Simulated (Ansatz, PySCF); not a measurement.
TaF4Br, SMILES [F][Ta]([F])([F])([F])[Br], multiplicity 1. Atoms are numbered in the order given.

```xyz
6

Ta     0.0000     0.0000    -0.4566
F      0.0000    -1.8208    -0.8942
F      0.0000     1.8208    -0.8942
F      1.7539     0.0000    -1.0902
F     -1.7539     0.0000    -1.0902
Br     0.0000     0.0000     1.9537
```

Geometry optimised at PBE0-D3(BJ)/def2-SVP. The multiplicity is an assumed one; other spin states were not compared. The def2 effective core potentials stand for the cores of Ta; spin–orbit coupling is left out.

Two levels are set side by side: PBE-D3(BJ)/def2-SVP (Ansatz, an electronic-structure program) and PBE0-D3(BJ)/def2-SVP (Ansatz). Each level has its own optimised geometry; the coordinates shown are those of the second. Frequencies come from the Hessian of PySCF at each geometry. Differences are taken from unrounded values.

```csv
quantity,PBE0-D3(BJ)
mean bond length (Å),1.977
bond Ta1–F2 (Å),1.873
bond Ta1–F3 (Å),1.873
bond Ta1–F4 (Å),1.865
bond Ta1–F5 (Å),1.865
bond Ta1–Br6 (Å),2.410
highest harmonic wavenumber (cm⁻¹),734
mean harmonic wavenumber (cm⁻¹),365
zero-point energy (kcal/mol),6.27
```

Question: What does PBE-D3(BJ) give, and how far is it from PBE0-D3(BJ)? (An estimate is asked for; the answer gives what the named calculation found.)

Answer: 
| quantity | PBE-D3(BJ) | PBE-D3(BJ) minus PBE0-D3(BJ) |
|---|---|---|
| mean bond length (Å) | 1.994 | 0.017 |
| bond Ta1–F2 (Å) | 1.890 | 0.017 |
| bond Ta1–F3 (Å) | 1.890 | 0.017 |
| bond Ta1–F4 (Å) | 1.882 | 0.017 |
| bond Ta1–F5 (Å) | 1.882 | 0.017 |
| bond Ta1–Br6 (Å) | 2.426 | 0.016 |
| highest harmonic wavenumber (cm⁻¹) | 701 | -33 |
| mean harmonic wavenumber (cm⁻¹) | 352 | -13 |
| zero-point energy (kcal/mol) | 6.04 | -0.23 |

Exact exchange shortens and stiffens bonds; PBE has none. Differences between two approximate levels are no errors against the true value.
